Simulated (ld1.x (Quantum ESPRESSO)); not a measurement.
**Transferability test, RRKJ potential for Cd (Z = 48)**

ld1.x (Quantum ESPRESSO) 7.5 input, shortened:

```
&input
   title='Cd', zed=48., rel=2, dft='BP', iswitch=3,
   config='[Kr] 4d10 5s2 5p0', rel_dist='average'
 /
 &inputp
   pseudotype=2, tm=.false., rho0=0.02, lloc=-1, rcloc=2.35,
   nlcc=.false.
 /
2
5S  1  0   2.00   0.00  2.50  2.50  0.0
5P  2  1   0.00   0.00  3.35  3.35  0.0
 &test
   configts(1)='5s2 5p0'
 /
```

Open shells are filled in proportion to 2j + 1 (rel_dist='average').

Energies are relative to the spin-unpolarised reference configuration 5s2 5p0; without spin polarisation the order of configurations can differ from experiment.

Problem. Give the all-electron excitation energy and the error of the potential for: 5s1 5p0; 5s1.5 5p0; 5s1 5p1; 5s0 5p1; 5s0 5p2.

Solution.

```json
{"valence configuration": "5s1 5p0", "charge": "+1", "ΔE all-electron (eV)": "9.472", "error AE − PS (meV)": "+30"}
{"valence configuration": "5s1.5 5p0", "charge": "+0.5", "ΔE all-electron (eV)": "3.810", "error AE − PS (meV)": "+3.2"}
{"valence configuration": "5s1 5p1", "charge": "0", "ΔE all-electron (eV)": "4.714", "error AE − PS (meV)": "+21"}
{"valence configuration": "5s0 5p1", "charge": "+1", "ΔE all-electron (eV)": "15.305", "error AE − PS (meV)": "+180"}
{"valence configuration": "5s0 5p2", "charge": "0", "ΔE all-electron (eV)": "9.738", "error AE − PS (meV)": "+156"}
```

Levels in the configuration 5s1 5p1:

| level | all-electron (eV) | pseudo (eV) |
| --- | --- | --- |
| 5s j=1/2 | -7.111 | -7.074 |
| 5p j=1/2 | -2.387 | -2.401 |
| 5p j=3/2 | -2.167 | -2.184 |

ld1.x printed “convergence not achieved” for 3 of the counted tests; their residual had stalled under 1e-8, short of the target of 1e-14.
